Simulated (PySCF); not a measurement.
Cl3Ga, charge +1, doublet, geometry from GFN2-xTB (such geometries of metal compounds can be far from the true shape) (a state made from the parent by changing its charge; the spin is typed, not shown lowest); CAMB3LYP/STO-3G (PySCF).

Here is a job for PySCF.
```python
from pyscf import gto, scf, dft

mol = gto.Mole()
mol.atom = '''
    Ga   -0.00000000   -0.00000000    0.00000000
    Cl   -1.79119307   -1.12539474   -0.21186456
    Cl    0.10211325    1.98672361   -0.74984978
    Cl    1.68907982   -0.86132888    0.96171433
'''
mol.basis = 'sto-3g'
mol.charge = 1
mol.spin = 1
mol.verbose = 4
mol.build()

mf = dft.UKS(mol)
mf.xc = 'camb3lyp'
mf.kernel()
```

It wrote (shortened):

```
PySCF version 2.14.0

[INPUT] verbose = 4
[INPUT] num. atoms = 4
[INPUT] num. electrons = 81
[INPUT] charge = 1
[INPUT] spin (= nelec alpha-beta = 2S) = 1
[INPUT] symmetry False subgroup None
[INPUT] Mole.unit = angstrom
[INPUT] Symbol           X                Y                Z      unit          X                Y                Z       unit  Magmom
[INPUT]  1 Ga     0.000000000000   0.000000000000   0.000000000000 AA    0.000000000000   0.000000000000   0.000000000000 Bohr   0.0
[INPUT]  2 Cl    -1.791193070000  -1.125394740000  -0.211864560000 AA   -3.384864338519  -2.126687840626  -0.400365993901 Bohr   0.0
[INPUT]  3 Cl     0.102113250000   1.986723610000  -0.749849780000 AA    0.192966076189   3.754363508107  -1.417010718765 Bohr   0.0
[INPUT]  4 Cl     1.689079820000  -0.861328880000   0.961714330000 AA    3.191898262330  -1.627675686378   1.817376693770 Bohr   0.0

nuclear repulsion = 518.122363279303
number of shells = 23
number of NR pGTOs = 135
number of NR cGTOs = 45
basis = sto-3g
ecp = {}

******** <class 'pyscf.dft.uks.UKS'> ********
method = UKS
initial guess = minao
damping factor = 0
level_shift factor = 0
DIIS = <class 'pyscf.scf.diis.CDIIS'>
diis_start_cycle = 1
diis_space = 8
diis_damp = 0
SCF conv_tol = 1e-09
SCF conv_tol_grad = None
SCF max_cycles = 50
direct_scf = True
direct_scf_tol = 1e-13
number electrons alpha = 41  beta = 40
XC library pyscf.dft.libxc version 7.1.2
    S. Lehtola, C. Steigemann, M. J. T. Oliveira, and M. A. L. Marques,  SoftwareX 7, 1–5 (2018)
XC functionals = camb3lyp
    T. Yanai, D. P. Tew, and N. C. Handy,  Chem. Phys. Lett. 393, 51 (2004)
radial grids:
    Treutler-Ahlrichs [JCP 102, 346 (1995); DOI:10.1063/1.469408] (M4) radial grids

becke partition: Becke, JCP 88, 2547 (1988); DOI:10.1063/1.454033
pruning grids: <function nwchem_prune>
grids dens level: 3
symmetrized grids: False
atomic radii adjust function: <function treutler_atomic_radii_adjust>
small_rho_cutoff = 0
Set gradient conv threshold to 3.16228e-05
tot grids = 77544
init E= -3265.08121811323

cycle= 1 E= -3267.60240170064  delta_E= -2.52  |g|= 0.169  |ddm|= 2.02
cycle= 2 E= -3267.65035966596  delta_E= -0.048  |g|= 0.0923  |ddm|= 0.722
cycle= 3 E= -3267.65281854013  delta_E= -0.00246  |g|= 0.0565  |ddm|= 0.219
cycle= 4 E= -3267.65541729986  delta_E= -0.0026  |g|= 0.0463  |ddm|= 0.169
cycle= 5 E= -3267.65719924973  delta_E= -0.00178  |g|= 0.0084  |ddm|= 0.0947
cycle= 6 E= -3267.65732319103  delta_E= -0.000124  |g|= 0.00233  |ddm|= 0.0321
cycle= 7 E= -3267.65734027643  delta_E= -1.71e-05  |g|= 0.000775  |ddm|= 0.0165
cycle= 8 E= -3267.65734110043  delta_E= -8.24e-07  |g|= 0.000323  |ddm|= 0.00238
cycle= 9 E= -3267.65734135057  delta_E= -2.5e-07  |g|= 8.3e-05  |ddm|= 0.00159
cycle= 10 E= -3267.65734138056  delta_E= -3e-08  |g|= 4.02e-05  |ddm|= 0.000476
cycle= 11 E= -3267.65734139435  delta_E= -1.38e-08  |g|= 3.31e-05  |ddm|= 0.000319
cycle= 12 E= -3267.65734140511  delta_E= -1.08e-08  |g|= 3.02e-05  |ddm|= 0.000272
cycle= 13 E= -3267.6573414226  delta_E= -1.75e-08  |g|= 2.72e-05  |ddm|= 0.000484
cycle= 14 E= -3267.65734145167  delta_E= -2.91e-08  |g|= 2.44e-05  |ddm|= 0.000943
cycle= 15 E= -3267.65734146016  delta_E= -8.49e-09  |g|= 2.42e-05  |ddm|= 0.000284
cycle= 16 E= -3267.65734146562  delta_E= -5.47e-09  |g|= 2.42e-05  |ddm|= 0.000179
cycle= 17 E= -3267.65734146917  delta_E= -3.54e-09  |g|= 2.42e-05  |ddm|= 0.000116
cycle= 18 E= -3267.65734147353  delta_E= -4.36e-09  |g|= 2.42e-05  |ddm|= 0.000143
cycle= 19 E= -3267.65734144139  delta_E= 3.21e-08  |g|= 2.42e-05  |ddm|= 0.00105
cycle= 20 E= -3267.65734142094  delta_E= 2.04e-08  |g|= 2.41e-05  |ddm|= 0.000673
cycle= 21 E= -3267.65734138993  delta_E= 3.1e-08  |g|= 2.41e-05  |ddm|= 0.00103
cycle= 22 E= -3267.65734127433  delta_E= 1.16e-07  |g|= 2.4e-05  |ddm|= 0.00389
cycle= 23 E= -3267.65734119884  delta_E= 7.55e-08  |g|= 2.36e-05  |ddm|= 0.00259
cycle= 24 E= -3267.65734099238  delta_E= 2.06e-07  |g|= 2.46e-05  |ddm|= 0.00732
cycle= 25 E= -3267.65734079804  delta_E= 1.94e-07  |g|= 2.2e-05  |ddm|= 0.00726
cycle= 26 E= -3267.65734004581  delta_E= 7.52e-07  |g|= 0.00015  |ddm|= 0.0316
cycle= 27 E= -3267.65734001325  delta_E= 3.26e-08  |g|= 0.000175  |ddm|= 0.00119
cycle= 28 E= -3267.65733981835  delta_E= 1.95e-07  |g|= 0.000212  |ddm|= 0.00975
cycle= 29 E= -3267.65733954092  delta_E= 2.77e-07  |g|= 0.000387  |ddm|= 0.00966
cycle= 30 E= -3267.657339377  delta_E= 1.64e-07  |g|= 0.000458  |ddm|= 0.00669
cycle= 31 E= -3267.65733937551  delta_E= 1.49e-09  |g|= 0.000452  |ddm|= 0.000568
cycle= 32 E= -3267.65733998575  delta_E= -6.1e-07  |g|= 2.39e-05  |ddm|= 0.0233
cycle= 33 E= -3267.65733909588  delta_E= 8.9e-07  |g|= 0.000517  |ddm|= 0.0414
cycle= 34 E= -3267.6573398071  delta_E= -7.11e-07  |g|= 4.52e-05  |ddm|= 0.0313
cycle= 35 E= -3267.65733973251  delta_E= 7.46e-08  |g|= 7.5e-05  |ddm|= 0.00441
cycle= 36 E= -3267.65733980547  delta_E= -7.3e-08  |g|= 3.74e-05  |ddm|= 0.00426
cycle= 37 E= -3267.6573397791  delta_E= 2.64e-08  |g|= 4.32e-05  |ddm|= 0.00158
cycle= 38 E= -3267.65733978096  delta_E= -1.87e-09  |g|= 4.26e-05  |ddm|= 0.000117
cycle= 39 E= -3267.65733976979  delta_E= 1.12e-08  |g|= 4.18e-05  |ddm|= 0.000723
cycle= 40 E= -3267.65733966953  delta_E= 1e-07  |g|= 1.81e-05  |ddm|= 0.00669
cycle= 41 E= -3267.65733925062  delta_E= 4.19e-07  |g|= 0.000179  |ddm|= 0.0373
cycle= 42 E= -3267.65733926174  delta_E= -1.11e-08  |g|= 0.000125  |ddm|= 0.00133
cycle= 43 E= -3267.65733921904  delta_E= 4.27e-08  |g|= 6.26e-05  |ddm|= 0.0139
cycle= 44 E= -3267.65733920388  delta_E= 1.52e-08  |g|= 9.18e-05  |ddm|= 0.00634
cycle= 45 E= -3267.65733921118  delta_E= -7.3e-09  |g|= 2.17e-05  |ddm|= 0.00278
cycle= 46 E= -3267.65733921048  delta_E= 7e-10  |g|= 3.13e-05  |ddm|= 0.00186
Extra cycle  E= -3267.65733920866  delta_E= 1.82e-09  |g|= 6.07e-05  |ddm|= 0.000163
converged SCF energy = -3267.65733920866  <S^2> = 0.75180152  2S+1 = 2.0018007
```
